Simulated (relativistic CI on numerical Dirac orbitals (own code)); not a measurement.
Method of calculation: Dirac-Coulomb-Breit CI, orbitals from a KLI potential per configuration, model QED, unscaled Slater integrals (own radial code, finite nucleus).

Configuration list (outside the closed core 1s2): 2s2.2p5, 2s.2p6, 2p6.3s, 2p6.3p, 2s2.2p4.3s, 2p6.3d, 2s2.2p4.3p, 2s2.2p4.3d, 2s.2p5.3s, 2s.2p5.3p, 2s.2p5.3d, 2s2.2p4.4s, 2s2.2p4.4p, 2s2.2p4.4d, 2s2.2p4.4f, 2s2.2p3.3s2, 2s.2p5.4s, 2s.2p5.4p, 2s2.2p3.3s.3p, 2s.2p5.4d, 2s2.2p4.5s, 2s.2p5.4f, 2s2.2p4.5p, 2s2.2p3.3s.3d, 2s2.2p4.5d, 2s2.2p3.3p2, 2s2.2p4.5f, 2s2.2p4.5g, 2s2.2p3.3p.3d, 2s.2p4.3s2, 2s2.2p3.3d2, 2s.2p4.3s.3p, 2s.2p4.3s.3d, 2s.2p4.3p2, 2s.2p5.5s, 2s.2p5.5p. Levels of other configurations are missing.

At this charge energies of transitions that change n are usually good to better than 1 %, and those within a shell (Δn = 0) to a few per cent.

Outline of the computed level scheme of Tm LXI. Lowest level of each configuration: 2s2.2p5 2P°_3/2 at 0.00 eV; 2s.2p6 2S_1/2 at 1440.33 eV; 2s2.2p4.3s 4P_5/2 at 7307.56 eV; 2s2.2p4.3p 4P°_3/2 at 7430.59 eV; 2s2.2p4.3d 4D_3/2 at 7846.63 eV; 2s.2p5.3s 4P°_5/2 at 8682.55 eV; 2s.2p5.3p 4P_3/2 at 8816.57 eV.

Some strong electric-dipole decays among the lowest 45 levels: 2s2.2p4.3d 2P_3/2 → 2s2.2p5 2P°_3/2 (1.5e+15 s⁻¹); 2s2.2p4.3d 2D_5/2 → 2s2.2p5 2P°_3/2 (1.2e+15 s⁻¹); 2s2.2p4.3d 2D_5/2 → 2s2.2p5 2P°_3/2 (8.3e+14 s⁻¹); 2s2.2p4.3d 2P_1/2 → 2s2.2p5 2P°_3/2 (5.9e+14 s⁻¹); 2s2.2p4.3d 4P_1/2 → 2s2.2p5 2P°_3/2 (2.3e+14 s⁻¹); 2s.2p5.3p 4P_3/2 → 2s2.2p5 2P°_3/2 (1.8e+14 s⁻¹); 2s2.2p4.3s 2P_3/2 → 2s2.2p5 2P°_3/2 (1.7e+14 s⁻¹); 2s2.2p4.3s 2P_1/2 → 2s2.2p5 2P°_1/2 (1.1e+14 s⁻¹).

LS names give the leading component of a level, which can be under half, so a name can repeat, a term be missing and a line seem to break the LS rules.
